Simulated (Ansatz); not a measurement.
Reaction (substitution at a C–In bond): `N#[C][In]([Cl])[Cl]` + `[OH][GaH2]` → `N#C[O][GaH2]` + `[Cl][InH][Cl]`

Isolated molecules relaxed with PBE0-D4/def2-TZVP in Ansatz; ΔE leaves out vibrations. CCSD(T)/CBS adds triple-zeta CCSD(T) − MP2 to the extrapolated MP2 energy (def2 sets, frozen cores). Functionals use def2-TZVPP. B3LYP here is the variant with VWN-RPA as its local correlation; programs differ in this. def2 core potentials past Kr. For Ga, In outer-core shells are correlated without core-valence functions, which leaves a few kJ/mol of doubt a bond. Scalar relativity is left out up to krypton.

CCSD(T)/CBS gives +18.6 kcal/mol.

Another level gave +10.8 kcal/mol. Which?
A. B2PLYP/def2-TZVPP
B. B97M-V/def2-TZVPP
C. B3LYP-D4/def2-TZVPP
D. MP2/def2-TZVPP

B. B97M-V 10.8, MP2/def2-TZVPP 19.4, B2PLYP 15.1, B3LYP-D4 12.0 kcal/mol.

Largest T1 diagnostic among the species: 0.015.

Leaving LDA and LC-ωPBE aside and taking each functional with its dispersion term where it has one, the values, not all of them listed here, spread over 4.6 kcal/mol, from PBE-D4 to B2PLYP. LDA lies −3.9 kcal/mol from PBE without D4. From BLYP to BHLYP (50 % exact exchange), in def2-TZVPP and without D4, ΔE moves by +0.8 kcal/mol. At CCSD(T), def2-SVP lies −3.2 kcal/mol from the extrapolated value and def2-TZVPP −0.3 kcal/mol.
